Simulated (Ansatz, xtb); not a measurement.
## Relative energy of two isomers of CH8OSSi3

We compare I, `O=C[Si@@H](S)[SiH2][SiH3]`, a singlet, with II, `O=C[SiH2][Si@@H]([SiH3])S`, a singlet. Both are isolated molecules in the gas phase, relaxed with PBE0-D3(BJ)/def2-SVP; each stands in its lowest conformer found.

Q: Estimate which is lower in electronic energy at CCSD(T)/def2-SVP + ΔMP2/def2-TZVPP, and by roughly how much.

A: The CCSD(T)/def2-SVP + ΔMP2/def2-TZVPP calculation puts structure I lower, by 0.088 eV.

Level by level:

```json
{"level": "GFN2-xTB", "geometry": "GFN2-xTB", "E(II) − E(I) (eV)": "−0.077", "departure from the last row (eV)": "−0.165", "job, with rough time for the two": "optimisation, 0.84 s"}
{"level": "HF/STO-3G", "geometry": "GFN2-xTB", "E(II) − E(I) (eV)": "+0.081", "departure from the last row (eV)": "−0.008", "job, with rough time for the two": "single point, 0.46 s"}
{"level": "r2SCAN-D4/def2-SVP", "geometry": "GFN2-xTB", "E(II) − E(I) (eV)": "+0.040", "departure from the last row (eV)": "−0.049", "job, with rough time for the two": "single point, 3.3 s"}
{"level": "PBE0-D3(BJ)/def2-SVP", "geometry": "PBE0-D3(BJ)/def2-SVP", "E(II) − E(I) (eV)": "+0.089", "departure from the last row (eV)": "+0.001", "job, with rough time for the two": "optimisation, 2.6 min"}
{"level": "HF/def2-SVP", "geometry": "PBE0-D3(BJ)/def2-SVP", "E(II) − E(I) (eV)": "+0.088", "departure from the last row (eV)": "−0.001", "job, with rough time for the two": "part of the CCSD(T) run"}
{"level": "MP2/def2-SVP", "geometry": "PBE0-D3(BJ)/def2-SVP", "E(II) − E(I) (eV)": "+0.098", "departure from the last row (eV)": "+0.010", "job, with rough time for the two": "part of the CCSD(T) run"}
{"level": "CCSD(T)/def2-SVP", "geometry": "PBE0-D3(BJ)/def2-SVP", "E(II) − E(I) (eV)": "+0.096", "departure from the last row (eV)": "+0.007", "job, with rough time for the two": "single point"}
{"level": "CCSD(T)/def2-SVP + ΔMP2/def2-TZVPP", "geometry": "PBE0-D3(BJ)/def2-SVP", "E(II) − E(I) (eV)": "+0.088", "departure from the last row (eV)": "", "job, with rough time for the two": "single point, 39 s"}
```

As drawn, both hold the same kinds of bond in the same numbers.

GFN2-xTB puts the two in the other order. The largest departure from CCSD(T)/def2-SVP + ΔMP2/def2-TZVPP is that of GFN2-xTB, 0.165 eV. The last row adds to CCSD(T) the change of the MP2 difference between the two basis sets, here −0.007 eV.

With thermal terms from frequencies at re-optimised GFN2-xTB minima (ideal gas, soft modes damped towards free rotors, one conformer each, 298.15 K, 1 atm): the zero-point term adds −0.006 eV; ΔH is +0.086 and ΔG +0.076 eV.

The correlated steps freeze 22 core orbitals. Codes used: Ansatz 0.2.0, xtb 6.7.1; the last row on 2 threads of Intel(R) Xeon(R) 6975P-C (Granite Rapids) on a shared host.
